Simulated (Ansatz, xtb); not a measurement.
# Two structures of AlClFSi2+

We compare X, a singlet given by its coordinates, with Y, a singlet given by its coordinates. Both are isolated ions in the gas phase, relaxed with r2SCAN-D4/def2-SVP.

X (Å):

```xyz
5

Al   -0.0723    0.5069   -1.0259
Cl    2.0305   -2.9899   -0.0097
F     0.1993    1.3268   -2.4141
Si   -0.8509   -0.2480    1.0463
Si    0.6745   -1.5600    0.3206
```

Close contacts (Å): Al1–F3 1.63, Al1–Si4 2.34, Al1–Si5 2.58, Cl2–Si5 2.00, Si4–Si5 2.14.

Y (Å):

```xyz
5

Al    0.7767   -1.1378    0.6388
Cl    2.1476   -2.5059    1.2923
F     0.2375   -0.0005   -2.9804
Si   -0.1473    0.0764   -1.4409
Si   -0.9471    0.4622    0.4917
```

Close contacts (Å): Al1–Cl2 2.04, Al1–Si4 2.58, Al1–Si5 2.36, F3–Si4 1.59, Si4–Si5 2.13.

Problem. Which of the two would you expect CCSD(T)/def2-SVP + ΔMP2/def2-TZVPP electronic energies to favour?

Solution. Too close to call at this level: CCSD(T)/def2-SVP + ΔMP2/def2-TZVPP gives E(Y) − E(X) = +1.96 kJ/mol.

Level by level:

```
                             level            geometry  E(Y) − E(X) (kJ/mol)  departure from the last row (kJ/mol)  job, with rough time for the two
                          GFN2-xTB            GFN2-xTB                  +12.54                                +10.58              optimisation, 0.54 s
                         HF/STO-3G            GFN2-xTB                  −22.56                                −24.52               single point, 1.3 s
      r2SCAN-D4/def2-SVP//GFN2-xTB            GFN2-xTB                   +9.24                                 +7.28               single point, 7.5 s
                r2SCAN-D4/def2-SVP  r2SCAN-D4/def2-SVP                   +4.63                                 +2.67                optimisation, 53 s
                       HF/def2-SVP  r2SCAN-D4/def2-SVP                   −3.74                                 −5.70           part of the CCSD(T) run
                      MP2/def2-SVP  r2SCAN-D4/def2-SVP                   +7.24                                 +5.28           part of the CCSD(T) run
                  CCSD(T)/def2-SVP  r2SCAN-D4/def2-SVP                   +4.72                                 +2.76                      single point
CCSD(T)/def2-SVP + ΔMP2/def2-TZVPP  r2SCAN-D4/def2-SVP                   +1.96                                                      single point, 44 s
```

The largest departure from CCSD(T)/def2-SVP + ΔMP2/def2-TZVPP is that of HF/STO-3G, 24.52 kJ/mol. The last row adds to CCSD(T) the change of the MP2 difference between the two basis sets, here −2.76 kJ/mol.

With harmonic frequencies from r2SCAN-D4/def2-SVP (ideal gas, rigid rotor, one conformer each, 298.15 K, 1 atm): the zero-point term adds +0.19 kJ/mol; ΔH is +2.11 and ΔG +2.12 kJ/mol.

The correlated steps freeze 21 core orbitals. Programs: Ansatz 0.2.0, xtb 6.7.1; the last row on 1 thread of AMD EPYC 7R43 64-Core Processor (Zen 3) on a shared host.
